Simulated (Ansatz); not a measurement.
Clusters of 3 atoms, capped: PBE-D4/def2-SVP single points in Ansatz on relaxed structures, gas phase. Each cluster is the lowest isomer that a short search found in that spin, judged at the geometry's level, and lower ones may exist. Core potentials for Au, Sn, no spin–orbit coupling. HOMO and LUMO are taken over both spins. Binding counts from free atoms in the multiplicity of their measured ground term, without zero-point energy. The structures are stationary points that may keep the symmetry of their start. Remarks come from the PBE and PBE0 runs and from stability tests at other levels; not every state was tested.

| species | atoms | state | geometry | HOMO (eV) | LUMO (eV) | gap (eV) | binding per atom (eV) | point group (within 0.1 Å) | remarks |
| --- | --- | --- | --- | --- | --- | --- | --- | --- | --- |
| Si2Cl | 3 | doublet | r2SCAN-D4/def2-TZVP | -4.92 | -4.70 | 0.22 | 2.41 | C∞v | – |
| Ni2H | 3 | doublet | r2SCAN-D4/def2-TZVP | -2.92 | -2.61 | 0.32 | 1.75 | C2v | spin-contaminated (⟨S²⟩ up to 1.68) |
| Sn2H | 3 | doublet | r2SCAN-D4/def2-TZVP | -4.30 | -4.08 | 0.21 | 1.76 | – | – |
| HAu2 | 3 | doublet | PBE-D4/def2-TZVP | -5.94 | -5.45 | 0.50 | 1.38 | – | – |
| Mg2H | 3 | doublet | PBE0-D4/def2-TZVP | -3.46 | -2.56 | 0.90 | 0.66 | C∞v | – |

The gap (eV) runs from 0.21 (Sn2H) to 0.90 (Mg2H).
